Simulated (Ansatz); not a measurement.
## Molecular dynamics of BClH5NO

The input (input.yaml):

```yaml
crystal:
  periodic: [false, false, false]
  atoms:
    - { symbol: B, position_ang: [0.049495, 0.24647, -0.0531] }
    - { symbol: O, position_ang: [-0.040229, -0.150373, 1.426685] }
    - { symbol: H, position_ang: [-0.906919, -0.452771, 1.675433] }
    - { symbol: "N", position_ang: [1.225373, -0.161318, -0.671296] }
    - { symbol: H, position_ang: [2.082642, -0.238811, -0.162248] }
    - { symbol: H, position_ang: [1.361423, 0.026504, -1.643136] }
    - { symbol: H, position_ang: [-0.99839, 0.367075, -0.59734] }
    - { symbol: Cl, position_ang: [0.286639, 2.467657, 0.993879] }
    - { symbol: H, position_ang: [0.094566, 0.780265, 1.795623] }
basis:
  gaussian: { orbitals: def2-SVP }
hamiltonian:
  xc: hf
md:
  timestep: 0.5
  n_steps: 200
  ensemble: nve
  temperature: 100.0
  initial_velocities: maxwell_boltzmann
  seed: 7966
```

Command:

```bash
$ ansatz run input.yaml --threads 1 --pin off --max-ram 2048MiB --backend cpu --events-out ev --progress --plain --runs-dir out
```

It starts at the highest image of a converged band. Of that band: The profile has 2 maxima (images 3, 5) with wells between them (image 4): this band takes more than one step, which may be the mechanism or a detour left from its start path. Neighbouring images differ by up to 1.4 eV, so the band resolves the path poorly. A vibrational analysis at the climbing image gives one clearly imaginary mode, 325i cm⁻¹: a first-order saddle point.

Output, in part (one step line in 3, the closing report, with atoms numbered from 0):

```
md step     0: t =     0.00 fs  T =   100.0 K  F+E_penalty+E_count = -16767.53845317 eV  E_kin = 0.090482 eV  conserved = -16767.44797117 eV  (39 SCF iters)
md step     3: t =     1.50 fs  T =    82.7 K  F+E_penalty+E_count = -16767.52247855 eV  E_kin = 0.074853 eV  conserved = -16767.44762559 eV  (27 SCF iters)
md step     6: t =     3.00 fs  T =    66.9 K  F+E_penalty+E_count = -16767.50810888 eV  E_kin = 0.060523 eV  conserved = -16767.44758571 eV  (27 SCF iters)
md step     9: t =     4.50 fs  T =    60.0 K  F+E_penalty+E_count = -16767.50212133 eV  E_kin = 0.054329 eV  conserved = -16767.44779222 eV  (26 SCF iters)
md step    12: t =     6.00 fs  T =    43.5 K  F+E_penalty+E_count = -16767.48687517 eV  E_kin = 0.039350 eV  conserved = -16767.44752493 eV  (26 SCF iters)
md step    15: t =     7.50 fs  T =    42.4 K  F+E_penalty+E_count = -16767.48607847 eV  E_kin = 0.038384 eV  conserved = -16767.44769457 eV  (27 SCF iters)
md step    18: t =     9.00 fs  T =    42.8 K  F+E_penalty+E_count = -16767.48643178 eV  E_kin = 0.038769 eV  conserved = -16767.44766321 eV  (27 SCF iters)
md step    21: t =    10.50 fs  T =    45.0 K  F+E_penalty+E_count = -16767.48836525 eV  E_kin = 0.040758 eV  conserved = -16767.44760688 eV  (27 SCF iters)
md step    24: t =    12.00 fs  T =    51.8 K  F+E_penalty+E_count = -16767.49475994 eV  E_kin = 0.046901 eV  conserved = -16767.44785864 eV  (27 SCF iters)
md step    27: t =    13.50 fs  T =    38.6 K  F+E_penalty+E_count = -16767.48252198 eV  E_kin = 0.034947 eV  conserved = -16767.44757477 eV  (28 SCF iters)
md step    30: t =    15.00 fs  T =    37.0 K  F+E_penalty+E_count = -16767.48101003 eV  E_kin = 0.033444 eV  conserved = -16767.44756631 eV  (27 SCF iters)
md step    33: t =    16.50 fs  T =    48.5 K  F+E_penalty+E_count = -16767.49168529 eV  E_kin = 0.043859 eV  conserved = -16767.44782668 eV  (26 SCF iters)
md step    36: t =    18.00 fs  T =    45.2 K  F+E_penalty+E_count = -16767.48843047 eV  E_kin = 0.040866 eV  conserved = -16767.44756490 eV  (27 SCF iters)
md step    39: t =    19.50 fs  T =    53.0 K  F+E_penalty+E_count = -16767.49564909 eV  E_kin = 0.047985 eV  conserved = -16767.44766435 eV  (26 SCF iters)
md step    42: t =    21.00 fs  T =    62.4 K  F+E_penalty+E_count = -16767.50422187 eV  E_kin = 0.056446 eV  conserved = -16767.44777608 eV  (26 SCF iters)
md step    45: t =    22.50 fs  T =    61.5 K  F+E_penalty+E_count = -16767.50325633 eV  E_kin = 0.055649 eV  conserved = -16767.44760713 eV  (27 SCF iters)
md step    48: t =    24.00 fs  T =    63.8 K  F+E_penalty+E_count = -16767.50555022 eV  E_kin = 0.057757 eV  conserved = -16767.44779335 eV  (26 SCF iters)
md step    51: t =    25.50 fs  T =    54.4 K  F+E_penalty+E_count = -16767.49677749 eV  E_kin = 0.049209 eV  conserved = -16767.44756873 eV  (27 SCF iters)
md step    54: t =    27.00 fs  T =    56.5 K  F+E_penalty+E_count = -16767.49870548 eV  E_kin = 0.051143 eV  conserved = -16767.44756270 eV  (26 SCF iters)
md step    57: t =    28.50 fs  T =    70.5 K  F+E_penalty+E_count = -16767.51159780 eV  E_kin = 0.063794 eV  conserved = -16767.44780425 eV  (26 SCF iters)
md step    60: t =    30.00 fs  T =    71.9 K  F+E_penalty+E_count = -16767.51263817 eV  E_kin = 0.065089 eV  conserved = -16767.44754916 eV  (26 SCF iters)
md step    63: t =    31.50 fs  T =    85.6 K  F+E_penalty+E_count = -16767.52506028 eV  E_kin = 0.077415 eV  conserved = -16767.44764518 eV  (26 SCF iters)
md step    66: t =    33.00 fs  T =   104.9 K  F+E_penalty+E_count = -16767.54260374 eV  E_kin = 0.094935 eV  conserved = -16767.44766881 eV  (36 SCF iters)
md step    69: t =    34.50 fs  T =   125.6 K  F+E_penalty+E_count = -16767.56119230 eV  E_kin = 0.113636 eV  conserved = -16767.44755586 eV  (37 SCF iters)
md step    72: t =    36.00 fs  T =   157.4 K  F+E_penalty+E_count = -16767.59009736 eV  E_kin = 0.142383 eV  conserved = -16767.44771478 eV  (36 SCF iters)
md step    75: t =    37.50 fs  T =   186.3 K  F+E_penalty+E_count = -16767.61601937 eV  E_kin = 0.168575 eV  conserved = -16767.44744393 eV  (37 SCF iters)
md step    78: t =    39.00 fs  T =   247.1 K  F+E_penalty+E_count = -16767.67083164 eV  E_kin = 0.223625 eV  conserved = -16767.44720633 eV  (35 SCF iters)
md step    81: t =    40.50 fs  T =   374.7 K  F+E_penalty+E_count = -16767.78625085 eV  E_kin = 0.339013 eV  conserved = -16767.44723799 eV  (35 SCF iters)
md step    84: t =    42.00 fs  T =   568.2 K  F+E_penalty+E_count = -16767.96235581 eV  E_kin = 0.514150 eV  conserved = -16767.44820597 eV  (33 SCF iters)
md step    87: t =    43.50 fs  T =   679.3 K  F+E_penalty+E_count = -16768.06688189 eV  E_kin = 0.614639 eV  conserved = -16767.45224301 eV  (33 SCF iters)
md step    90: t =    45.00 fs  T =   442.2 K  F+E_penalty+E_count = -16767.84587910 eV  E_kin = 0.400093 eV  conserved = -16767.44578593 eV  (33 SCF iters)
md step    93: t =    46.50 fs  T =   629.1 K  F+E_penalty+E_count = -16768.01860166 eV  E_kin = 0.569236 eV  conserved = -16767.44936526 eV  (33 SCF iters)
md step    96: t =    48.00 fs  T =   900.3 K  F+E_penalty+E_count = -16768.26737798 eV  E_kin = 0.814570 eV  conserved = -16767.45280795 eV  (33 SCF iters)
md step    99: t =    49.50 fs  T =   674.6 K  F+E_penalty+E_count = -16768.05841583 eV  E_kin = 0.610398 eV  conserved = -16767.44801799 eV  (34 SCF iters)
md step   102: t =    51.00 fs  T =   496.1 K  F+E_penalty+E_count = -16767.89485962 eV  E_kin = 0.448883 eV  conserved = -16767.44597646 eV  (34 SCF iters)
md step   105: t =    52.50 fs  T =   682.9 K  F+E_penalty+E_count = -16768.06501598 eV  E_kin = 0.617915 eV  conserved = -16767.44710051 eV  (35 SCF iters)
md step   108: t =    54.00 fs  T =  1052.3 K  F+E_penalty+E_count = -16768.40427335 eV  E_kin = 0.952150 eV  conserved = -16767.45212298 eV  (33 SCF iters)
md step   111: t =    55.50 fs  T =   985.2 K  F+E_penalty+E_count = -16768.34304785 eV  E_kin = 0.891472 eV  conserved = -16767.45157541 eV  (32 SCF iters)
md step   114: t =    57.00 fs  T =   849.1 K  F+E_penalty+E_count = -16768.21266480 eV  E_kin = 0.768245 eV  conserved = -16767.44442018 eV  (34 SCF iters)
md step   117: t =    58.50 fs  T =  1246.8 K  F+E_penalty+E_count = -16768.58257853 eV  E_kin = 1.128091 eV  conserved = -16767.45448745 eV  (33 SCF iters)
md step   120: t =    60.00 fs  T =  1116.3 K  F+E_penalty+E_count = -16768.45952920 eV  E_kin = 1.010063 eV  conserved = -16767.44946587 eV  (34 SCF iters)
md step   123: t =    61.50 fs  T =   847.2 K  F+E_penalty+E_count = -16768.21271118 eV  E_kin = 0.766570 eV  conserved = -16767.44614092 eV  (35 SCF iters)
md step   126: t =    63.00 fs  T =   934.4 K  F+E_penalty+E_count = -16768.29206687 eV  E_kin = 0.845430 eV  conserved = -16767.44663679 eV  (36 SCF iters)
md step   129: t =    64.50 fs  T =  1293.9 K  F+E_penalty+E_count = -16768.62196613 eV  E_kin = 1.170718 eV  conserved = -16767.45124786 eV  (33 SCF iters)
md step   132: t =    66.00 fs  T =  1302.2 K  F+E_penalty+E_count = -16768.63178601 eV  E_kin = 1.178276 eV  conserved = -16767.45351021 eV  (33 SCF iters)
md step   135: t =    67.50 fs  T =  1011.4 K  F+E_penalty+E_count = -16768.35803684 eV  E_kin = 0.915136 eV  conserved = -16767.44290077 eV  (33 SCF iters)
md step   138: t =    69.00 fs  T =  1375.2 K  F+E_penalty+E_count = -16768.69852191 eV  E_kin = 1.244330 eV  conserved = -16767.45419198 eV  (33 SCF iters)
md step   141: t =    70.50 fs  T =  1337.7 K  F+E_penalty+E_count = -16768.66080339 eV  E_kin = 1.210342 eV  conserved = -16767.45046092 eV  (33 SCF iters)
md step   144: t =    72.00 fs  T =  1023.5 K  F+E_penalty+E_count = -16768.37272620 eV  E_kin = 0.926060 eV  conserved = -16767.44666626 eV  (38 SCF iters)
md step   147: t =    73.50 fs  T =   980.7 K  F+E_penalty+E_count = -16768.33350105 eV  E_kin = 0.887356 eV  conserved = -16767.44614513 eV  (28 SCF iters)
md step   150: t =    75.00 fs  T =  1278.5 K  F+E_penalty+E_count = -16768.60640940 eV  E_kin = 1.156812 eV  conserved = -16767.44959697 eV  (37 SCF iters)
md step   153: t =    76.50 fs  T =  1408.3 K  F+E_penalty+E_count = -16768.72883069 eV  E_kin = 1.274231 eV  conserved = -16767.45460016 eV  (36 SCF iters)
md step   156: t =    78.00 fs  T =  1036.6 K  F+E_penalty+E_count = -16768.38141577 eV  E_kin = 0.937911 eV  conserved = -16767.44350509 eV  (38 SCF iters)
md step   159: t =    79.50 fs  T =  1287.6 K  F+E_penalty+E_count = -16768.61740710 eV  E_kin = 1.165051 eV  conserved = -16767.45235633 eV  (36 SCF iters)
md step   162: t =    81.00 fs  T =  1389.7 K  F+E_penalty+E_count = -16768.70944314 eV  E_kin = 1.257429 eV  conserved = -16767.45201454 eV  (37 SCF iters)
md step   165: t =    82.50 fs  T =  1056.3 K  F+E_penalty+E_count = -16768.40264287 eV  E_kin = 0.955718 eV  conserved = -16767.44692459 eV  (38 SCF iters)
md step   168: t =    84.00 fs  T =   931.4 K  F+E_penalty+E_count = -16768.28886000 eV  E_kin = 0.842742 eV  conserved = -16767.44611801 eV  (28 SCF iters)
md step   171: t =    85.50 fs  T =  1168.4 K  F+E_penalty+E_count = -16768.50538906 eV  E_kin = 1.057168 eV  conserved = -16767.44822100 eV  (38 SCF iters)
md step   174: t =    87.00 fs  T =  1412.9 K  F+E_penalty+E_count = -16768.73267478 eV  E_kin = 1.278439 eV  conserved = -16767.45423568 eV  (36 SCF iters)
md step   177: t =    88.50 fs  T =  1093.2 K  F+E_penalty+E_count = -16768.43566274 eV  E_kin = 0.989115 eV  conserved = -16767.44654755 eV  (36 SCF iters)
md step   180: t =    90.00 fs  T =  1171.4 K  F+E_penalty+E_count = -16768.50870516 eV  E_kin = 1.059919 eV  conserved = -16767.44878579 eV  (37 SCF iters)
md step   183: t =    91.50 fs  T =  1458.2 K  F+E_penalty+E_count = -16768.77308758 eV  E_kin = 1.319393 eV  conserved = -16767.45369462 eV  (36 SCF iters)
md step   186: t =    93.00 fs  T =  1177.9 K  F+E_penalty+E_count = -16768.51351842 eV  E_kin = 1.065830 eV  conserved = -16767.44768825 eV  (38 SCF iters)
md step   189: t =    94.50 fs  T =   982.1 K  F+E_penalty+E_count = -16768.33454969 eV  E_kin = 0.888634 eV  conserved = -16767.44591578 eV  (28 SCF iters)
md step   192: t =    96.00 fs  T =  1167.6 K  F+E_penalty+E_count = -16768.50406137 eV  E_kin = 1.056504 eV  conserved = -16767.44755714 eV  (38 SCF iters)
md step   195: t =    97.50 fs  T =  1469.0 K  F+E_penalty+E_count = -16768.78201132 eV  E_kin = 1.329141 eV  conserved = -16767.45287010 eV  (36 SCF iters)
md step   198: t =    99.00 fs  T =  1266.3 K  F+E_penalty+E_count = -16768.59607996 eV  E_kin = 1.145777 eV  conserved = -16767.45030252 eV  (37 SCF iters)
md step   200: t =   100.00 fs  T =  1068.7 K  F+E_penalty+E_count = -16768.40987547 eV  E_kin = 0.967026 eV  conserved = -16767.44284995 eV  (36 SCF iters)
Total energy: -16768.40987547 eV, -616.2276968871 hartree
Atom 0 at    -0.009887    -0.777308    -0.190343 Å, force     0.567193    -0.301678    -0.176789 eV/Å
Atom 1 at    -0.162304    -0.761939     1.151328 Å, force     0.247516     0.298135     0.415069 eV/Å
Atom 2 at    -1.019616    -0.969048     1.462278 Å, force    -0.363893    -0.181364     0.086006 eV/Å
Atom 3 at     1.214670    -0.377842    -0.739741 Å, force     0.071916     0.134463    -0.186040 eV/Å
Atom 4 at     1.974104    -0.035988    -0.184895 Å, force    -0.114526     0.006315    -0.033774 eV/Å
Atom 5 at     1.373548    -0.335312    -1.725282 Å, force     0.011377    -0.055521     0.124991 eV/Å
Atom 6 at    -0.850926    -1.218528    -0.910219 Å, force    -0.400077     0.088800    -0.225201 eV/Å
Atom 7 at     0.335985     3.146951     1.200768 Å, force    -4.965759     1.908183    -4.575659 eV/Å
Atom 8 at     1.143920     2.846076     1.943821 Å, force     4.946254    -1.897332     4.571399 eV/Å
Dipole moment:     0.130361    -0.002044     0.051879 e Å
```

All steps were run. The conserved energy stayed within 0.75 meV per atom of its start (net change 0.57 meV per atom), so the integration is sound. The kinetic energy rose, since the run started high on the potential surface and went downhill. It ends in pieces (BH4NO + ClH), so much of that is their flight and rotation, not heat. A run of 0.1 ps of so small a system gives no equilibrium averages. The orbitals stay closed-shell, which can raise the energy where a bond breaks towards radicals; this wasn't checked here.

Between its relaxed ends the band would form B1–Cl8, O2–H9 and break B1–O2, Cl8–H9. These pairs go: B1–Cl8 2.47 → 4.18 Å, O2–H9 1.01 → 3.92 Å, B1–O2 1.53 → 1.35 Å, Cl8–H9 1.88 → 1.14 Å. In the last frame they stand as before the step (other bonds may differ from the relaxed reactants and products). It ends as BH4NO + ClH. Pairs count as bonded within 1.25 times the sum of covalent radii (0.12 Å more for H–H).

Last frame:

```xyz
9
Properties=species:S:1:pos:R:3
B -0.010 -0.777 -0.190
O -0.162 -0.762 1.151
H -1.020 -0.969 1.462
N 1.215 -0.378 -0.740
H 1.974 -0.036 -0.185
H 1.373 -0.335 -1.725
H -0.851 -1.218 -0.910
Cl 0.336 3.147 1.201
H 1.144 2.846 1.944
```

Run time: 3.8 min on 1 thread of Arm Neoverse V2, with other jobs on the host, peak memory 0.14 GiB.
